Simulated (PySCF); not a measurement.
Members of one series of related molecules.

All values: wB97X-D/def2-SVPD (PySCF) at GFN2-xTB geometries, gas phase, one conformer each. Core orbitals are frozen in the response; Δα² is half the sum of the squared differences of the principal polarisabilities.

(1) Rank by HOMO energy, lowest first.
A. `C=N[Si@](N)(P)CC#N`
B. `C=N[Si@](N)(P)NC`
C. `C=N[Si@](C)(N)P`
D. `C=N[Si@H](N)P`

(2) Rank by mean static polarisability, highest first.
A. `C=N[Si@H](N)P`
B. `C=N[Si@@](N)(P)C[SiH3]`
C. `C=N[Si](N)(P)N=C`
D. `C#C[Si@@](N)(P)N=C`
E. `N([Si@](P)(CC#N)N)=C`
F. `C=N[Si@@](N)(P)N[SiH3]`

(3) Rank by dipole moment, lowest first.
A. `[CH2:1]=[N:2][Si@:3]([CH3:4])([NH2:5])[PH2:6]` with C1–N2–Si3–C4 -126°, N2–Si3–N5–H -72° and 64°, N2–Si3–P6–H -168° and -75°
B. `[CH:1]#[C:2][Si@@:3]([NH2:4])([PH2:5])[N:6]=[CH2:7]` with C2–Si3–N4–H 74° and -66°, C2–Si3–P5–H 153° and 61°, C2–Si3–N6–C7 -19°
C. `[CH2:1]=[N:2][Si@@:3]([NH2:4])([PH2:5])[CH2:6][CH3:7]` with C1–N2–Si3–N4 -130°, N2–Si3–N4–H -64° and 70°, N2–Si3–P5–H 168° and -100°, N2–Si3–C6–C7 -70°
D. `[CH2:1]=[N:2][Si:3]([NH2:4])([PH2:5])[N:6]=[CH2:7]` with C1–N2–Si3–N4 119°, N2–Si3–N4–H 174° and 41°, N2–Si3–P5–H -47° and 46°, N2–Si3–N6–C7 133°
E. `[CH2:1]=[N:2][Si@@:3]([NH2:4])([PH2:5])[C:6]#[C:7][CH3:8]` with C1–N2–Si3–N4 129°, N2–Si3–N4–H -53° and 83°, N2–Si3–P5–H 84° and 176°
F. `[CH2:1]=[N:2][Si@:3]([NH2:4])([PH2:5])[CH2:6][C:7]#[N:8]` with C1–N2–Si3–N4 -142°, N2–Si3–N4–H 49° and -87°, N2–Si3–P5–H -73° and 20°, N2–Si3–C6–C7 54°

Results:

(1) A (-9.08 eV), D (-8.86 eV), C (-8.52 eV), B (-8.39 eV).

(2) B (17.25 Å³), F (16.50 Å³), E (15.43 Å³), D (15.05 Å³), C (14.45 Å³), A (12.13 Å³).

(3) A (0.52 D), C (0.69 D), D (0.98 D), B (2.19 D), E (2.89 D), F (3.52 D).

All values together:

```tsv
SMILES	change	formula	μ (D)	HOMO (eV)	LUMO (eV)	α (Å³)	Δα (Å³)	electrons	α per electron (Å³)
C=N[Si@H](N)P	parent	CH7N2PSi	2.28	-8.86	0.75	12.13	3.52	56	0.217
C=N[Si@](N)(P)NC	H on Si replaced by NHCH3	C2H10N3PSi	1.11	-8.39	1.20	14.57	1.34	72	0.202
C=N[Si@](N)(P)CC#N	H on Si replaced by CH2CN	C3H8N3PSi	3.52	-9.08	0.51	15.43	3.03	76	0.203
C=N[Si@](C)(N)P	H on Si replaced by CH3	C2H9N2PSi	0.52	-8.52	1.08	13.63	2.92	64	0.213
C=N[Si@@](N)(P)C[SiH3]	H on Si replaced by CH2SiH3	C2H11N2PSi2	1.20	-8.58	1.02	17.25	0.77	80	0.216
C=N[Si@@](N)(P)C#CC	H on Si replaced by propynyl	C4H9N2PSi	2.89	-8.74	0.87	17.19	5.64	76	0.226
C#C[Si@@](N)(P)N=C	H on Si replaced by ethynyl	C3H7N2PSi	2.19	-8.86	0.71	15.05	3.44	68	0.221
C=N[Si](N)(P)N=C	H on Si replaced by N=CH2	C2H8N3PSi	0.98	-8.51	0.67	14.45	2.80	70	0.206
C=N[Si](N)(N)P	H on Si replaced by NH2	CH8N3PSi	0.88	-8.56	1.16	12.88	2.63	64	0.201
C=N[Si](N)(P)P	H on Si replaced by PH2	CH8N2P2Si	1.04	-8.56	0.76	16.09	3.98	72	0.223
C=N[Si@@](N)(P)N[SiH3]	H on Si replaced by NHSiH3	CH10N3PSi2	1.20	-8.58	0.98	16.50	4.05	80	0.206
C=N[Si@@](N)(P)CC	H on Si replaced by C2H5	C3H11N2PSi	0.69	-8.53	1.08	15.23	1.55	72	0.211
```

Conformers: `[CH2:1]=[N:2][Si@H:3]([NH2:4])[PH2:5]` with C1–N2–Si3–N4 -143°, N2–Si3–N4–H 62° and -154°, N2–Si3–P5–H -60° and -152°; `[CH2:1]=[N:2][Si@:3]([NH2:4])([PH2:5])[NH:6][CH3:7]` with C1–N2–Si3–N4 130°, N2–Si3–N4–H 173° and 38°, N2–Si3–P5–H 173° and 80°, N2–Si3–N6–C7 80°; `[CH2:1]=[N:2][Si@:3]([NH2:4])([PH2:5])[CH2:6][C:7]#[N:8]` with C1–N2–Si3–N4 -142°, N2–Si3–N4–H 49° and -87°, N2–Si3–P5–H -73° and 20°, N2–Si3–C6–C7 54°; `[CH2:1]=[N:2][Si@:3]([CH3:4])([NH2:5])[PH2:6]` with C1–N2–Si3–C4 -126°, N2–Si3–N5–H -72° and 64°, N2–Si3–P6–H -168° and -75°; `[CH2:1]=[N:2][Si@@:3]([NH2:4])([PH2:5])[CH2:6][SiH3:7]` with C1–N2–Si3–N4 -131°, N2–Si3–N4–H -67° and 68°, N2–Si3–P5–H -81° and -173°, N2–Si3–C6–Si7 -68°; `[CH2:1]=[N:2][Si@@:3]([NH2:4])([PH2:5])[C:6]#[C:7][CH3:8]` with C1–N2–Si3–N4 129°, N2–Si3–N4–H -53° and 83°, N2–Si3–P5–H 84° and 176°; `[CH:1]#[C:2][Si@@:3]([NH2:4])([PH2:5])[N:6]=[CH2:7]` with C2–Si3–N4–H 74° and -66°, C2–Si3–P5–H 153° and 61°, C2–Si3–N6–C7 -19°; `[CH2:1]=[N:2][Si:3]([NH2:4])([PH2:5])[N:6]=[CH2:7]` with C1–N2–Si3–N4 119°, N2–Si3–N4–H 174° and 41°, N2–Si3–P5–H -47° and 46°, N2–Si3–N6–C7 133°; `[CH2:1]=[N:2][Si:3]([NH2:4])([NH2:5])[PH2:6]` with C1–N2–Si3–N4 111°, N2–Si3–N4–H -82° and 53°, N2–Si3–N5–H -176° and -41°, N2–Si3–P6–H -63° and -156°; `[CH2:1]=[N:2][Si:3]([NH2:4])([PH2:5])[PH2:6]` with C1–N2–Si3–N4 -132°, N2–Si3–N4–H 66° and -153°, N2–Si3–P5–H 34° and -59°, N2–Si3–P6–H 77° and 170°; `[CH2:1]=[N:2][Si@@:3]([NH2:4])([PH2:5])[NH:6][SiH3:7]` with C1–N2–Si3–N4 -106°, N2–Si3–N4–H 71° and -65°, N2–Si3–P5–H 72° and 165°, N2–Si3–N6–Si7 -178°; `[CH2:1]=[N:2][Si@@:3]([NH2:4])([PH2:5])[CH2:6][CH3:7]` with C1–N2–Si3–N4 -130°, N2–Si3–N4–H -64° and 70°, N2–Si3–P5–H 168° and -100°, N2–Si3–C6–C7 -70°.

Give the shifts from the parent, `C=N[Si@H](N)P`.

| SMILES | change in μ (D) | change in HOMO (eV) | change in LUMO (eV) | change in mean α (Å³) |
| --- | --- | --- | --- | --- |
| C=N[Si@](N)(P)NC | -1.17 | +0.47 | +0.45 | +2.44 |
| C=N[Si@](N)(P)CC#N | +1.24 | -0.22 | -0.24 | +3.30 |
| C=N[Si@](C)(N)P | -1.76 | +0.34 | +0.33 | +1.50 |
| C=N[Si@@](N)(P)C[SiH3] | -1.08 | +0.28 | +0.27 | +5.12 |
| C=N[Si@@](N)(P)C#CC | +0.61 | +0.12 | +0.12 | +5.06 |
| C#C[Si@@](N)(P)N=C | -0.09 | 0.00 | -0.04 | +2.92 |
| C=N[Si](N)(P)N=C | -1.30 | +0.35 | -0.08 | +2.32 |
| C=N[Si](N)(N)P | -1.40 | +0.30 | +0.41 | +0.75 |
| C=N[Si](N)(P)P | -1.24 | +0.30 | +0.01 | +3.96 |
| C=N[Si@@](N)(P)N[SiH3] | -1.08 | +0.28 | +0.23 | +4.37 |
| C=N[Si@@](N)(P)CC | -1.59 | +0.33 | +0.33 | +3.10 |

How closely does the mean polarisability follow the number of electrons in this set?

The correlation coefficient is 0.92; α per electron runs from 0.201 to 0.226 Å³.
